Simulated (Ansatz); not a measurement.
Compare A (`C[SiH2]C(C)O`) with its isomer B (`CC(C)[SiH2]O`).

Program: Ansatz. Geometries: PBE0-D4/def2-TZVP. ΔE: electronic, gas phase. CBS: MP2 limit from def2 TZ/QZ plus the TZ coupled-cluster correction, frozen cores. Functionals use def2-TZVPP. B3LYP here is the variant with VWN-RPA as its local correlation; programs differ in this. Each species was taken in one conformer, which may not be the lowest.

**Question.** Which isomer does CCSD(T)/CBS put lower? Give the gap. (Best estimate.)

**Answer.** The calculation gave: B, by 34.2 kcal/mol.

**Question.** Give E(B) − E(A) in kcal/mol with PBE-D4, CCSD(T)/def2-TZVPP, HF/def2-TZVPP, ωB97M-V, LDA (SPW92), BLYP-D4, B3LYP. (Estimate.)

**Answer.** The calculation gave: PBE-D4 -30.1, CCSD(T)/def2-TZVPP -34.0, HF/def2-TZVPP -35.4, ωB97M-V -33.1, LDA (SPW92) -30.5, BLYP-D4 -31.4, B3LYP -32.2. None reverses the order clearly.

**Question.** Does the order hold for the free energy at 298.15 K (harmonic terms from PBE0-D4)? (Estimate.)

**Answer.** The calculation gave: Yes: G(B) − G(A) = -33.5 kcal/mol, for one conformer each.

Largest T1 diagnostic: 0.010.

From PBE to PBE0 (25 % exact exchange), in def2-TZVPP and without D4, E(B) − E(A) moves by −1.7 kcal/mol. At CCSD(T), def2-SVP lies +2.8 kcal/mol from the extrapolated value and def2-TZVPP +0.2 kcal/mol.
